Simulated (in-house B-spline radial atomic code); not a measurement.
The strontium ion Sr⁴⁺: [Ar] 3d10 4s2 (4p3/2)4 (an excited or competing configuration)

All numbers are computed (Dirac-Hartree-Fock, average of the jj configuration; Fermi nucleus of rms radius 4.224 fm) with a radial B-spline atomic code at the basis-set limit, not measured.

Effective charges: Z_r = [3n² - l(l+1)]/(2<r>) from the radius, Z_e = n√(-2ε) from the energy, and Slater's rules. Values are occupation-weighted means over j. An effective charge above Z reflects the relativistic contraction of the inner shells.

```
shell  electrons   ε (eV)  <r> (bohr)    Z_r    Z_e  Slater
   1s          2   -16257     0.03915  38.32  34.57   37.70
   2s          2  -2310.7      0.1717  34.94  26.06   33.85
   2p          6  -2053.4      0.1503  33.27  24.57   33.85
   3s          2  -427.31      0.4883  27.65  16.81   26.75
   3p          6  -341.43      0.4953  25.24  15.03   26.75
   3d         10  -199.48      0.4945  21.23  11.49   16.85
   4s          2  -93.844        1.31  18.32  10.51   10.95
   4p          4  -70.899        1.46  15.75   9.13   10.95
```

The least bound orbital is 4p3/2 at -70.9 eV, and it is also the most diffuse (<r> = 1.46 bohr).

For the 1s electron the small component carries 1.91 % of the norm, the zero-frequency Breit interaction raises the level by 28.05 eV, self-energy by 15.05 eV, and vacuum polarisation lowers it by 1.622 eV.
